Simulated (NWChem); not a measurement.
System: C4H8O; SMILES OCC1CC1

Parts of the log:

```
             Northwest Computational Chemistry Package (NWChem) 7.3.0
             --------------------------------------------------------

 CS  symmetry detected

                             Geometry "geometry" -> ""
                             -------------------------

 Output coordinates in angstroms (scale by  1.889725989 to convert to a.u.)

  No.       Tag          Charge          X              Y              Z
 ---- ---------------- ---------- -------------- -------------- --------------
    1 O                    8.0000     0.68616217     1.50542791     0.00000000
    2 C                    6.0000    -0.66454789     1.07442530     0.00000000
    3 C                    6.0000    -0.70781594    -0.43942437     0.00000000
    4 C                    6.0000     0.32984661    -1.23271528    -0.75688900
    5 C                    6.0000     0.32984661    -1.23271528     0.75688900
    6 H                    1.0000     0.68714196     2.47740358     0.00000000
    7 H                    1.0000    -1.21656400     1.45153991    -0.89840700
    8 H                    1.0000    -1.21656400     1.45153991     0.89840700
    9 H                    1.0000    -1.73708275    -0.83711216     0.00000000
   10 H                    1.0000     1.12600786    -0.65819899    -1.25446400
   11 H                    1.0000     0.00888972    -2.14390939    -1.28550000
   12 H                    1.0000     0.00888972    -2.14390939     1.28550000
   13 H                    1.0000     1.12600786    -0.65819899     1.25446400

 Effective nuclear repulsion energy (a.u.)     182.1976476996

      Symmetry information
      --------------------

 Group name             Cs
 Group number              2
 Group order               2
 No. of unique centers     9

  pbe96 is a nonlocal functional; adding pw91lda local functional.

                                 NWChem DFT Module
                                 -----------------

 Summary of "ao basis" -> "ao basis" (spherical)
 ------------------------------------------------------------------------------
       Tag                 Description            Shells   Functions and Types
 ---------------- ------------------------------  ------  ---------------------
 O                          def2-svp                 6       14   3s2p1d
 C                          def2-svp                 6       14   3s2p1d
 H                          def2-svp                 3        5   2s1p

      Symmetry analysis of basis
      --------------------------

        a'         67
        a"         43

            General Information
            -------------------
          SCF calculation type: DFT
          Wavefunction type:  closed shell.
          No. of atoms     :    13
          No. of electrons :    40
           Alpha electrons :    20
            Beta electrons :    20
          Charge           :     0
          Spin multiplicity:     1
          Use of symmetry is: on ; symmetry adaption is: on
          Maximum number of iterations: 150
          AO basis - number of functions:   110
                     number of shells:    54
          Convergence on energy requested:  1.00D-06
          Convergence on density requested:  1.00D-05
          Convergence on gradient requested:  5.00D-04

              XC Information
              --------------
          PerdewBurkeErnzerhof Exchange Functional  1.000
            Perdew 1991 LDA Correlation Functional  1.000 local
           PerdewBurkeErnz. Correlation Functional  1.000 non-local

             Grid Information
             ----------------
          Grid used for XC integration:  medium
          Radial quadrature: Mura-Knowles
          Angular quadrature: Lebedev.
          Tag              B.-S. Rad. Rad. Pts. Rad. Cut. Ang. Pts.
          ---              ---------- --------- --------- ---------
          O                   0.60       49          11.0       434
          C                   0.70       49          10.0       434
          H                   0.35       45          12.0       434
          Grid pruning is: on
          Number of quadrature shells:   421
          Spatial weights used:  Erf1

      Superposition of Atomic Density Guess
      -------------------------------------

 Sum of atomic energies:        -229.18462805

      Non-variational initial energy
      ------------------------------

 Total energy =    -232.504863
 1-e energy   =    -669.717317
 2-e energy   =     255.014807
 HOMO         =      -0.314692
 LUMO         =       0.084618

      Symmetry analysis of molecular orbitals - initial
      -------------------------------------------------

  Numbering of irreducible representations:

     1 a'          2 a"

  Orbital symmetries:

     1 a'          2 a'          3 a"          4 a'          5 a'
     6 a'          7 a'          8 a'          9 a"         10 a'
    11 a'         12 a'         13 a'         14 a"         15 a'
    16 a"         17 a'         18 a"         19 a'         20 a"
    21 a'         22 a'         23 a'         24 a"         25 a"
    26 a'         27 a'         28 a"         29 a'         30 a"

   convergence    iter        energy       DeltaE   RMS-Dens  Diis-err
 ---------------- ----- ----------------- --------- --------- ---------
 d= 0,ls=0.0,diis     1   -231.8842386276 -4.14D+02  1.35D-02  6.17D-01
 d= 0,ls=0.0,diis     2   -231.8608642800  2.34D-02  8.58D-03  9.35D-01
 d= 0,ls=0.0,diis     3   -231.9438190255 -8.30D-02  1.97D-03  1.00D-01
 d= 0,ls=0.0,diis     4   -231.9528468188 -9.03D-03  4.90D-04  3.03D-03
 d= 0,ls=0.0,diis     5   -231.9531306261 -2.84D-04  1.48D-04  4.52D-04
  Resetting Diis
 d= 0,ls=0.0,diis     6   -231.9531847672 -5.41D-05  3.32D-05  8.09D-06
 d= 0,ls=0.0,diis     7   -231.9531856567 -8.90D-07  2.07D-05  1.11D-06
 d= 0,ls=0.0,diis     8   -231.9531854500  2.07D-07  1.24D-05  2.73D-06
 d= 0,ls=0.0,diis     9   -231.9531857995 -3.49D-07  1.55D-06  2.83D-08

         Total DFT energy =     -231.953185799483
      One electron energy =     -674.833720743015
           Coulomb energy =      293.604146215994
    Exchange-Corr. energy =      -32.921258972020
 Nuclear repulsion energy =      182.197647699558

 Numeric. integr. density =       39.999983075893

                  Occupations of the irreducible representations
                  ----------------------------------------------

                     irrep           alpha         beta
                     --------     --------     --------
                     a'               14.0         14.0
                     a"                6.0          6.0

                       DFT Final Molecular Orbital Analysis
                       ------------------------------------

 Vector   18  Occ=2.000000D+00  E=-2.480715D-01  Symmetry=a"
              MO Center=  4.3D-03, -2.7D-01,  3.6D-14, r^2= 2.8D+00
   Bfn.  Coefficient  Atom+Function         Bfn.  Coefficient  Atom+Function
  ----- ------------  ---------------      ----- ------------  ---------------
    34      0.395423   3 C  pz                6     -0.323232   1 O  pz
    37      0.248855   3 C  pz                9     -0.238925   1 O  pz
    46      0.185732   4 C  px               60     -0.185732   5 C  px
    47     -0.176305   4 C  py               61      0.176305   5 C  py
    96      0.109797  11 H  s               101     -0.109797  12 H  s

 Vector   19  Occ=2.000000D+00  E=-2.469263D-01  Symmetry=a'
              MO Center=  1.3D-01, -8.8D-01, -3.5D-14, r^2= 2.3D+00
   Bfn.  Coefficient  Atom+Function         Bfn.  Coefficient  Atom+Function
  ----- ------------  ---------------      ----- ------------  ---------------
    48      0.276779   4 C  pz               62     -0.276779   5 C  pz
    46      0.216592   4 C  px               60      0.216592   5 C  px
    32     -0.178920   3 C  px               33      0.160705   3 C  py
    47     -0.161269   4 C  py               61     -0.161269   5 C  py
    51      0.160250   4 C  pz               65     -0.160250   5 C  pz

 Vector   20  Occ=2.000000D+00  E=-2.117054D-01  Symmetry=a"
              MO Center=  9.0D-02,  1.0D+00, -3.6D-16, r^2= 2.5D+00
   Bfn.  Coefficient  Atom+Function         Bfn.  Coefficient  Atom+Function
  ----- ------------  ---------------      ----- ------------  ---------------
     6      0.501948   1 O  pz                9      0.376712   1 O  pz
    76      0.230090   7 H  s                81     -0.230090   8 H  s
    20     -0.192360   2 C  pz               45     -0.191838   4 C  s
    59      0.191838   5 C  s                34      0.177261   3 C  pz
    77      0.170801   7 H  s                82     -0.170801   8 H  s

 Vector   21  Occ=0.000000D+00  E= 2.324961D-02  Symmetry=a'
              MO Center= -1.4D-02,  1.7D+00, -5.4D-16, r^2= 5.9D+00
   Bfn.  Coefficient  Atom+Function         Bfn.  Coefficient  Atom+Function
  ----- ------------  ---------------      ----- ------------  ---------------
    17      1.087791   2 C  s                72     -0.966085   6 H  s
     3      0.598452   1 O  s                77     -0.580638   7 H  s
    82     -0.580638   8 H  s                87     -0.488339   9 H  s
    45      0.410798   4 C  s                59      0.410798   5 C  s
    97     -0.331900  11 H  s               102     -0.331900  12 H  s

 Vector   22  Occ=0.000000D+00  E= 5.423246D-02  Symmetry=a'
              MO Center= -5.2D-01, -6.5D-01, -7.5D-16, r^2= 7.5D+00
   Bfn.  Coefficient  Atom+Function         Bfn.  Coefficient  Atom+Function
  ----- ------------  ---------------      ----- ------------  ---------------
    87      1.118792   9 H  s                31     -0.911425   3 C  s
    97      0.751687  11 H  s               102      0.751687  12 H  s
    72     -0.577266   6 H  s                 3      0.435500   1 O  s
    17     -0.406355   2 C  s                92     -0.398310  10 H  s
   107     -0.398310  13 H  s                50      0.376947   4 C  py

[...]
```

Level: PBE/def2-SVP, vertical spin-unrestricted ions. The geometry was optimised at PBE-D3(BJ)/def2-SVP. Not confirmed as a minimum by frequencies.

### Question
Which NWChem input produces such a log?

### Answer
This is not unique; one that fits is the input that was run:
```
start job
memory heap 200 mb stack 900 mb global 1100 mb
geometry units angstroms noautoz
  O      0.688962     1.505796     0.000000
  C     -0.661564     1.074217     0.000000
  C     -0.704186    -0.439651     0.000000
  C      0.333815    -1.232499    -0.756889
  C      0.333815    -1.232499     0.756889
  H      0.689527     2.477772     0.000000
  H     -1.213741     1.451096    -0.898407
  H     -1.213741     1.451096     0.898407
  H     -1.733283    -0.837778     0.000000
  H      1.129731    -0.657643    -1.254464
  H      0.013247    -2.143830    -1.285500
  H      0.013247    -2.143830     1.285500
  H      1.129731    -0.657643     1.254464
end
basis spherical
  * library def2-svp
end
dft
  xc xpbe96 cpbe96
  iterations 150
  vectors input atomic output neutral.movecs
end
task dft energy
charge 1
dft
  odft
  mult 2
  vectors input atomic output cation.movecs
end
task dft energy
```
